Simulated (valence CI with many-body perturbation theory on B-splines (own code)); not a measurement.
E1 transitions of Eu XXXII

Calculated by configuration interaction combined with many-body perturbation theory (CI+MBPT): four valence electrons over a frozen Dirac-Fock core [Ar] 3d10, a basis of 11 s, 11 p, 10 d, 8 f, 5 g, 2 h functions for each j, with the one-electron correlation potential Σ1 (screened to all orders), the two-electron term Σ2, the three-electron term Σ3, Breit, model QED; selected single and double excitations, second order for the rest, scaled by the run's own slope (own B-spline code, finite nucleus).

No measured spectrum was set against this ion. As an estimate, large intervals hold to a few tenths of a per cent, small ones and those within an open d or f shell to about a per cent. Among the levels kept, up to 380 cm⁻¹ of a level comes from second order outside the variational space, and about a tenth of that is noise between levels of different J, which matters for small intervals.

Lines 1 to 50 of 573 in falling wavelength, among levels below 410.32 eV, chosen from the strongest by gf and those to the six lowest levels. Wavelengths and rates use the calculated energies. Electric multipoles are in the length gauge, E1 and E2 with the static RPA response of the core. Weak lines are less certain than strong ones. Lines between different terms over intervals too small for the method are left out, as are lines whose strength nearly cancels. Where a level lies close to another of its J and parity, the split of strength between their lines is uncertain. The highest levels of a list are the least certain.

Levels are named by their leading jj configuration (3d3/2^4 stands for four electrons in 3d with j = 3/2), which in mixed levels can hold well under half, so a name can repeat and another be missing. Letters in brackets count levels of one name in rising energy.

| λ vac (Å) | Upper | Lower | A (s⁻¹) | log gf | Branch % |
| --- | --- | --- | --- | --- | --- |
| 460.1 | (4s 4p1/2^2 4p3/2) J=2 | (4s^2 4p3/2^2) J=2 | 8.39e+06 | -2.88 | 0.1 |
| 399.7 | (4s 4p1/2^2 4p3/2) J=1 | (4s^2 4p3/2^2) J=0 | 1.09e+07 | -3.11 | 0.0 |
| 322.8 | (4s 4p1/2^2 4p3/2) J=1 | (4s^2 4p3/2^2) J=2 | 8.90e+07 | -2.38 | 0.1 |
| 212.8 | (4s 4p1/2 4p3/2 4f7/2) J=5 [c] | (4s^2 4p3/2 4f5/2) J=4 | 2.62e+09 | -0.71 | 0.9 |
| 205.0 | (4s 4p1/2 4p3/2^2) J=2 [a] | (4s^2 4p3/2^2) J=2 | 8.20e+08 | -1.59 | 6.0 |
| 202.2 | (4s 4p1/2 4p3/2 4f7/2) J=6 | (4s^2 4p3/2 4f7/2) J=5 | 4.62e+09 | -0.43 | 5.1 |
| 202.2 | (4s 4p1/2 4p3/2 4d5/2) J=4 [b] | (4s^2 4p3/2 4d5/2) J=3 | 4.01e+09 | -0.65 | 2.5 |
| 200.8 | (4p1/2 4p3/2^2 4d5/2) J=5 | (4s 4p3/2^2 4d5/2) J=4 [b] | 6.31e+09 | -0.38 | 13.1 |
| 198.8 | (4s 4p1/2^2 4f7/2) J=4 | (4s^2 4p1/2 4f7/2) J=3 | 3.84e+09 | -0.69 | 3.2 |
| 193.0 | (4s 4p1/2 4p3/2 4f7/2) J=5 [a] | (4s^2 4d3/2 4d5/2) J=4 | 3.71e+09 | -0.64 | 4.0 |
| 189.8 | (4s 4p1/2^2 4f7/2) J=4 | (4s^2 4p1/2 4f7/2) J=4 | 4.02e+09 | -0.71 | 3.3 |
| 188.1 | (4s 4p1/2^2 4p3/2) J=2 | (4s^2 4p1/2 4p3/2) J=2 | 4.21e+09 | -0.95 | 41.0 |
| 188.1 | (4s 4p1/2 4p3/2 4d5/2) J=5 | (4s^2 4p3/2 4d5/2) J=4 | 6.43e+09 | -0.43 | 100.0 |
| 185.7 | (4p1/2 4p3/2^2 4d3/2) J=4 | (4s 4p3/2^2 4d3/2) J=4 | 3.95e+09 | -0.74 | 4.3 |
| 185.0 | (4s 4p1/2 4p3/2^2) J=3 | (4s^2 4p3/2^2) J=2 | 6.22e+09 | -0.65 | 43.5 |
| 183.3 | (4p1/2^2 4p3/2 4d5/2) J=3 | (4s 4p1/2 4p3/2 4d5/2) J=3 [e] | 6.92e+09 | -0.61 | 3.4 |
| 179.1 | (4s 4p1/2^2 4p3/2) J=2 | (4s^2 4p1/2 4p3/2) J=1 | 6.06e+09 | -0.84 | 59.0 |
| 178.8 | (4p1/2^2 4p3/2 4d5/2) J=4 | (4s 4p1/2 4p3/2 4d5/2) J=3 [d] | 9.15e+09 | -0.40 | 8.1 |
| 178.7 | (4p1/2^2 4p3/2 4d5/2) J=4 | (4s 4p1/2 4p3/2 4d5/2) J=4 [c] | 6.74e+09 | -0.54 | 6.0 |
| 178.4 | (4s 4p1/2 4p3/2^2) J=1 [a] | (4s^2 4p3/2^2) J=0 | 2.37e+09 | -1.47 | 1.2 |
| 175.0 | (4s^2 4p1/2 4d3/2) J=2 | (4s^2 4p3/2^2) J=2 | 1.59e+09 | -1.44 | 19.2 |
| 171.5 | (4s 4p1/2^2 4d3/2) J=2 | (4s^2 4p1/2 4d3/2) J=2 | 7.74e+09 | -0.77 | 27.3 |
| 168.2 | (4s 4p1/2 4d5/2^2) J=4 [b] | (4s^2 4d5/2^2) J=4 | 5.17e+09 | -0.70 | 2.2 |
| 166.6 | (4s 4p1/2 4p3/2^2) J=1 [b] | (4s^2 4p3/2^2) J=0 | 5.89e+09 | -1.13 | 1.8 |
| 164.4 | (4s 4p1/2 4d3/2 4d5/2) J=4 [a] | (4s 4p3/2^2 4d5/2) J=5 | 5.77e+09 | -0.68 | 6.6 |
| 163.3 | (4s 4p1/2 4d3/2 4d5/2) J=3 [b] | (4s 4p3/2^2 4d3/2) J=4 | 6.46e+09 | -0.74 | 2.0 |
| 162.9 | (4s 4p1/2^2 4d3/2) J=2 | (4s 4p1/2 4p3/2^2) J=3 | 8.88e+09 | -0.75 | 31.3 |
| 162.1 | (4s 4p1/2^2 4d5/2) J=2 | (4s^2 4p1/2 4d5/2) J=3 | 1.03e+10 | -0.69 | 5.2 |
| 161.3 | (4s 4p1/2 4p3/2^2) J=1 [a] | (4s^2 4p3/2^2) J=2 | 4.78e+09 | -1.25 | 2.5 |
| 160.9 | (4p1/2^2 4p3/2 4d5/2) J=3 | (4s 4p1/2 4p3/2 4d5/2) J=4 [b] | 1.94e+10 | -0.28 | 9.4 |
| 160.3 | (4s 4p1/2^2 4p3/2) J=1 | (4s^2 4p1/2 4p3/2) J=2 | 1.45e+10 | -0.78 | 13.3 |
| 160.0 | (4p1/2 4p3/2^2 4d5/2) J=5 | (4s 4p3/2^2 4d5/2) J=5 | 7.67e+09 | -0.49 | 15.9 |
| 157.9 | (4p1/2 4p3/2^2 4d5/2) J=4 [a] | (4s 4p3/2^2 4d5/2) J=5 | 5.08e+09 | -0.77 | 3.1 |
| 157.8 | (4p1/2 4p3/2^2 4d5/2) J=3 [a] | (4s 4p3/2^2 4d5/2) J=4 [a] | 1.45e+10 | -0.42 | 7.4 |
| 156.6 | (4s 4p1/2 4p3/2 4d5/2) J=4 [c] | (4s^2 4p3/2 4d5/2) J=4 | 7.18e+09 | -0.62 | 11.2 |
| 156.5 | (4s 4p1/2 4p3/2 4d5/2) J=3 [d] | (4s^2 4p3/2 4d5/2) J=4 | 1.09e+10 | -0.55 | 7.0 |
| 154.5 | (4p1/2^2 4p3/2 4d5/2) J=2 | (4s 4p1/2 4p3/2 4d5/2) J=3 [b] | 2.66e+10 | -0.32 | 12.6 |
| 153.7 | (4s 4p1/2^2 4p3/2) J=1 | (4s^2 4p1/2 4p3/2) J=1 | 3.03e+09 | -1.49 | 2.8 |
| 153.6 | (4p1/2 4p3/2^2 4d5/2) J=4 [b] | (4s 4p3/2^2 4d5/2) J=5 | 6.96e+09 | -0.65 | 4.1 |
| 153.3 | (4p1/2^2 4p3/2 4d5/2) J=2 | (4s 4p1/2 4p3/2 4d5/2) J=2 [b] | 1.33e+10 | -0.63 | 6.3 |
| 153.0 | (4p1/2^2 4p3/2 4d3/2) J=3 | (4s 4p1/2 4p3/2 4d5/2) J=4 [a] | 9.96e+09 | -0.61 | 9.2 |
| 153.0 | (4p1/2 4p3/2^2 4d5/2) J=4 [a] | (4s 4p3/2^2 4d5/2) J=4 [a] | 9.90e+09 | -0.50 | 6.0 |
| 151.5 | (4s 4p1/2 4p3/2^2) J=1 [b] | (4s^2 4p3/2^2) J=2 | 3.75e+09 | -1.41 | 1.1 |
| 150.7 | (4p1/2^2 4p3/2^2) J=2 | (4s 4p1/2 4p3/2^2) J=3 | 2.06e+10 | -0.45 | 16.2 |
| 150.5 | (4s 4p1/2 4p3/2^2) J=2 [b] | (4s^2 4p3/2^2) J=2 | 6.73e+09 | -0.94 | 3.8 |
| 150.3 | (4s^2 4p1/2 4d3/2) J=1 | (4s^2 4p3/2^2) J=0 | 4.87e+08 | -2.31 | 0.1 |
| 150.0 | (4p1/2^2 4p3/2 4d5/2) J=4 | (4s 4p1/2 4p3/2 4d5/2) J=5 | 3.39e+10 | 0.01 | 30.1 |
| 149.4 | (4p1/2^2 4p3/2 4d3/2) J=3 | (4s 4p1/2 4p3/2 4d3/2) J=4 | 2.26e+10 | -0.28 | 20.9 |
| 145.9 | (4p1/2^2 4p3/2 4d3/2) J=2 | (4s 4p1/2 4p3/2 4d3/2) J=3 [a] | 2.50e+10 | -0.40 | 22.8 |
| 142.2 | (4s 4p1/2 4d3/2 4d5/2) J=5 | (4s 4p3/2^2 4d5/2) J=5 | 7.87e+09 | -0.58 | 4.7 |

Task: How does gf follow from A for the line at 160.0 Å?

Result: gf = 1.4992 × (2J+1)_upper × A / σ², with σ = 624865 cm⁻¹ and 2J+1 = 11: gf = 0.324.
